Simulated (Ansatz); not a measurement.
`OC(O)(F)Br`. Total charge 0; spin multiplicity 1. Correlated methods include outer-core shells of Br, which these sets cover unevenly. Scalar relativity is left out up to krypton.

Z-matrix (Å, degrees):
```
C
O 1 1.359
F 1 1.342 2 111.0
O 1 1.359 2 114.5 3 119.4
Br 1 1.967 2 105.7 3 -117.0
H 2 0.967 1 107.1 3 -64.9
H 4 0.963 1 108.3 2 62.4
```

Question: Give the diagnostics of a CCSD(T)/def2-TZVPP run (frozen core, Ansatz 0.2.0). (Best estimate.)

Answer: Ansatz gave: T1 = 0.0102, largest single amplitude 0.015, largest double 0.030, (T) share of the correlation energy 3.5 %, 9 CCSD cycles. The RHF solution is stable towards an unrestricted one. T1 lies under the customary mark of 0.02 for closed shells.
